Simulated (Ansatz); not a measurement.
Input for Ansatz (a first-principles code): R-wB97X-V/cc-pVTZ on H6 ring, a point of a bond scan (R = 0.900 Å).

Ansatz 0.2 input:
```yaml
crystal:
  periodic: [false, false, false]
  atoms:
    - {symbol: H, position_ang: [0.90000000, 0.00000000, 0.00000000]}
    - {symbol: H, position_ang: [0.45000000, 0.77942286, 0.00000000]}
    - {symbol: H, position_ang: [-0.45000000, 0.77942286, 0.00000000]}
    - {symbol: H, position_ang: [-0.90000000, 0.00000000, 0.00000000]}
    - {symbol: H, position_ang: [-0.45000000, -0.77942286, 0.00000000]}
    - {symbol: H, position_ang: [0.45000000, -0.77942286, 0.00000000]}
basis:
  gaussian:
    orbitals: cc-pVTZ
    pivot_positions_ang: [[0.90000000, 0.00000000, 0.00000000], [0.45000000, 0.77942286, 0.00000000], [-0.45000000, 0.77942286, 0.00000000], [-0.90000000, 0.00000000, 0.00000000], [-0.45000000, -0.77942286, 0.00000000], [0.45000000, -0.77942286, 0.00000000]]
hamiltonian:
  xc: {name: wB97X-V}
scf: {lower_state_search: off}
output: {orbitals: {seedname: ./end}}
```

Predict the final total energy.

-3.4030 hartree.
